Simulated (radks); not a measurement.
The numbers below are computed, except where a source is named.
All-electron atom: the iodine ion I4+ in [Kr] 4d10 5s2 5p1 (the NIST ground configuration).

Code: a radial shooting solver on a logarithmic mesh with Libxc functionals. Model: scalar-relativistic Kohn-Sham, LDA (Slater exchange, Perdew-Wang correlation), spin-polarised, spherical densities, finite nucleus; open shells are filled with parallel spins first (spin-orbit coupling, left out, can overturn this in heavy ions); Fermi nuclear charge, rms radius 4.75 fm.

Energy parts (eV):
| part | energy |
|---|---|
| total | -193382.756 |
| kinetic | 202926.690 |
| electron-nucleus | -465847.325 |
| Hartree | 74266.497 |
| exchange-correlation | -4728.619 |

Orbitals (lengths in bohr, moments of r in powers of bohr; r(max) is where P^2 peaks):
orbital,occ.,eigenvalue (eV),r(max),<r^4>
1s up,1,-32992.09,0.01756,2.650e-06
1s down,1,-32992.04,0.01756,2.650e-06
2s up,1,-5137.237,0.09922,0.0004515
2s down,1,-5137.208,0.09922,0.0004515
2p up,3,-4618.490,0.07949,0.0003260
2p down,3,-4618.447,0.07949,0.0003260
3s up,1,-1072.808,0.2860,0.01944
3s down,1,-1072.760,0.2860,0.01944
3p up,3,-904.6367,0.2796,0.02039
3p down,3,-904.5850,0.2796,0.02039
3d up,5,-651.9448,0.2315,0.01778
3d down,5,-651.8963,0.2315,0.01778
4s up,1,-225.3889,0.6799,0.5622
4s down,1,-225.2848,0.6799,0.5613
4p up,3,-172.5091,0.7142,0.7733
4p down,3,-172.3911,0.7142,0.7704
4d up,5,-95.2494,0.7766,1.604
4d down,5,-95.0583,0.7763,1.582
5s up,1,-58.3975,1.629,18.00
5s down,1,-57.4772,1.622,17.95
5p up,1,-45.5244,1.837,30.24
5p down,0,-44.5518,1.832,30.62

The highest occupied level is 5p up at -45.524 eV. For comparison, the ionisation energy in NIST's Atomic Spectra Database is 51.52 eV (measured). In exact Kohn-Sham theory the highest level is minus the ionisation energy, but local and semilocal functionals leave it too shallow, through self-interaction and a potential that decays too fast; potentials with the right tail come closer. The electron density at the nucleus is 2.56e+05 e/bohr^3 (large components only).
